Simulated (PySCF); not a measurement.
C₃H₅AlF₂.
Atom-mapped SMILES: `[F:1]/[CH:2]=[C:3](/[F:4])[CH2:5][AlH2:6]` (hydrogens: H7 on C2; H8, H9 on C5; H10, H11 on Al6)

Computed by this run: PySCF 2.14.0, PBE0-D3(BJ)/def2-SVP geometry optimisation, gas phase; density fitting, grid level 1; the optimiser is geomeTRIC in internal coordinates, started from a GFN2-xTB structure with every atom displaced at random (about 0.01 Å).

Step 0: E = -15201.1682 eV
```
atom  x, y, z in Å  |  force x, y, z in eV/Å
F1      0.0813    1.1664    1.0748   -0.731   0.109   0.127
C2     -1.1426    0.7415    0.5197    0.393  -0.262   0.126
C3     -1.0591   -0.3943   -0.1695    1.680  -0.291   0.316
F4     -2.1051   -0.8564   -0.7798   -1.270  -0.372  -0.553
C5      0.2319   -1.1231   -0.3220   -0.065   1.512   1.371
Al6     1.4711    0.5215   -0.1497   -0.105  -1.108  -0.165
H7     -1.9737    1.3693    0.7334   -0.567   0.668   0.276
H8      0.4106   -1.7335    0.5787    0.010  -0.020   0.131
H9      0.1476   -1.8085   -1.1293    0.145  -0.622  -1.273
H10     2.6499    0.4822    0.8562    0.512  -0.099   0.295
H11     1.3230    1.6072   -1.2288   -0.003   0.485  -0.651
```

Step 1: E = -15201.3846 eV
```
atom  x, y, z in Å  |  force x, y, z in eV/Å
F1     -0.0192    1.1917    1.0858   -0.123   0.217   0.007
C2     -1.2252    0.7276    0.5530    0.265   0.026   0.095
C3     -1.0774   -0.3992   -0.1472   -0.362  -0.021  -0.339
F4     -2.1485   -0.8943   -0.7769    0.314   0.014   0.230
C5      0.2370   -1.0592   -0.2852   -0.161  -0.251  -0.078
Al6     1.5289    0.4814   -0.1689   -0.148  -0.043   0.016
H7     -2.0768    1.3646    0.7805    0.040  -0.066  -0.017
H8      0.3969   -1.7043    0.5982    0.064  -0.062  -0.037
H9      0.2269   -1.7225   -1.1715    0.095   0.275   0.114
H10     2.7550    0.4088    0.8405   -0.014  -0.027  -0.019
H11     1.4373    1.5776   -1.3245    0.032  -0.061   0.028
```

Step 2: E = -15201.4046 eV
```
atom  x, y, z in Å  |  force x, y, z in eV/Å
F1     -0.0232    1.2356    1.0762   -0.067  -0.038  -0.153
C2     -1.2142    0.7329    0.5523   -0.143   0.070   0.006
C3     -1.0842   -0.3971   -0.1490    0.118  -0.096  -0.070
F4     -2.1479   -0.9286   -0.7491    0.098   0.173   0.202
C5      0.2292   -1.0552   -0.2901    0.004  -0.074   0.120
Al6     1.5183    0.4814   -0.1609   -0.044  -0.076   0.007
H7     -2.0717    1.3573    0.7831   -0.046  -0.019   0.004
H8      0.3992   -1.7137    0.5821    0.002  -0.054  -0.056
H9      0.2380   -1.6936   -1.1862    0.055   0.127  -0.061
H10     2.7394    0.3891    0.8506    0.000  -0.005   0.004
H11     1.4520    1.5638   -1.3253    0.022  -0.009  -0.004
```

Question: Estimate the geometry and energy of step 3. (The exact step hangs on the optimiser's Hessian estimate; all steps are aligned on step 2, rigid shifts and turns removed.)

Answer: E = -15201.4221 eV, largest force 0.397 eV/Å
```
atom  x, y, z in Å  |  force x, y, z in eV/Å
F1     -0.0429    1.2936    1.0387    0.069  -0.009  -0.108
C2     -1.2208    0.7439    0.5456    0.073   0.002  -0.027
C3     -1.0743   -0.3950   -0.1385    0.130   0.093   0.283
F4     -2.1613   -0.9342   -0.6633   -0.262  -0.223  -0.198
C5      0.2342   -1.0548   -0.2987    0.003   0.134   0.347
Al6     1.5082    0.4739   -0.1501    0.133   0.006   0.036
H7     -2.0971    1.3386    0.7783   -0.081   0.015   0.020
H8      0.4186   -1.7435    0.5470   -0.075  -0.040  -0.069
H9      0.2693   -1.6415   -1.2193   -0.023  -0.058  -0.276
H10     2.7153    0.3569    0.8737    0.014   0.033   0.036
H11     1.4856    1.5343   -1.3294    0.019   0.047  -0.044
```

The energy changes by -0.0174 eV. The first-order estimate −F·Δx gives -0.0386 eV and the mean of the old and new forces, exact on a quadratic surface, -0.0184 eV. The step makes an angle of 59° with the force vector and moves no atom by more than 0.087 Å.

The cost below is that of the whole optimisation. Time: 54 s of wall time; peak memory 0.47 GiB. Hardware: one thread of an Arm Neoverse V2, shared host.
